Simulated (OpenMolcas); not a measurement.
## Ionisation energies of selenium

```yaml
Program: OpenMolcas 26.06
Basis: ANO-R3 [7s6p5d4f2g]
Scalar_Hamiltonian: X2C, finite nucleus
Spin-orbit_coupling: RASSI with atomic mean-field integrals over the reference wave functions, term energies averaged over their components
```

Active shells in each charge state: the valence s, p shells, with orbitals averaged over the low states. Where CASPT2's correlated closed shells are named, they are those of the first ion.

A. CASSCF
B. SS-CASPT2, IPEA 0.25 Eh, imaginary shift 0.1 Eh (closed shells correlated: 3d)
C. SS-CASPT2, IPEA 0.25 Eh, imaginary shift 0.1 Eh (closed shells correlated: 3s 3p 3d)
D. SS-CASPT2, IPEA 0.25 Eh, imaginary shift 0.1 Eh (closed shells correlated: none)
E. SS-CASPT2, IPEA 0 Eh, imaginary shift 0.1 Eh (closed shells correlated: 3d)

Energies in eV between the lowest computed levels, named as in B; reference values from the NIST Atomic Spectra Database with their kind.

| From | To | A | B | C | D | E | Spin-orbit share in B | Reference |
| --- | --- | --- | --- | --- | --- | --- | --- | --- |
| Se2+ 4s² 4p² ³P₀ | Se3+ 4s² 4p ²P°_1/2 | 30.663 | 31.654 | 31.632 | 31.343 | 31.749 | +0.007 | 31.697 (measured) |
| Se3+ 4s² 4p ²P°_1/2 | Se4+ 4s² ¹S₀ | 41.680 | 42.881 | 42.869 | 42.459 | 42.972 | +0.324 | 42.947 (measured) |
| Se4+ 4s² ¹S₀ | Se5+ 4s ²S_1/2 | 66.689 | 67.500 | 67.534 | 66.778 | 67.501 | +0.000 | 68.300 (semi-empirical) |
| Se5+ 4s ²S_1/2 | Se6+ 3d¹⁰ ¹S₀ | 80.745 | 81.800 | 81.866 | 80.745 | 81.816 | +0.000 | 81.830 (measured) |

Steps that some method lacks are left out, and so are those with a state whose active s or d shell is doubly occupied in every root (s and p with five to eight electrons, d10) over a frozen core shell of the same l, since the two then mix freely.

Error against the reference values, in %:

```tsv
From	Reference	A	B	C	D	E
Se2+	measured	-3.3	-0.1	-0.2	-1.1	+0.2
Se3+	measured	-3.0	-0.2	-0.2	-1.1	+0.1
Se4+	semi-empirical	-2.4	-1.2	-1.1	-2.2	-1.2
Se5+	measured	-1.3	0	0	-1.3	0
```

Mean absolute error over the 3 measured values: A 1.13 eV, B 0.05 eV, C 0.06 eV, D 0.64 eV, E 0.03 eV. E lies closest.

° marks odd parity.
